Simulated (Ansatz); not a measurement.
Reaction (cleavage of the Al–Si bond): `[NH2][AlH][SiH]1[SiH2]S1` + HBr → `[NH2][AlH][Br]` + `[SiH2]1[SiH2]S1`

Gas-phase electronic energies from Ansatz, PBE0-D4/def2-TZVP geometries. CCSD(T)/CBS adds triple-zeta CCSD(T) − MP2 to the extrapolated MP2 energy (def2 sets, frozen cores). Functionals use def2-TZVPP. B3LYP here is the variant with VWN-RPA as its local correlation; programs differ in this. For Br outer-core shells are correlated without core-valence functions, which leaves a few kJ/mol of doubt a bond. Scalar relativity is left out up to krypton. One conformer a species, not always the lowest.

```csv
level,ΔE (kcal/mol),difference from CCSD(T)/CBS
r2SCAN-D4,-33.0,0.6
ωB97M-V,-34.7,-1.1
B3LYP,-34.4,-0.8
HF/def2-TZVPP,-40.6,-7.0
MP2/def2-TZVPP,-34.7,-1.1
SCS-MP2/def2-TZVPP,-35.1,-1.5
CCSD(T)/def2-TZVPP,-32.8,0.8
HF/def2-QZVPP,-40.7,-7.1
SCS-MP2/def2-QZVPP,-35.7,-2.1
MP2/CBS(def2),-35.5,-1.9
CCSD(T)/CBS,-33.6,0
```

Largest T1 diagnostic among the species: 0.014.

From PBE to PBE0 (25 % exact exchange), in def2-TZVPP and without D4, ΔE moves by −2.2 kcal/mol. In def2-TZVPP, CCSD(T) changes the Hartree–Fock value by +7.9 kcal/mol (the triples alone add +1.2 kcal/mol) and MP2 by +5.9 kcal/mol.
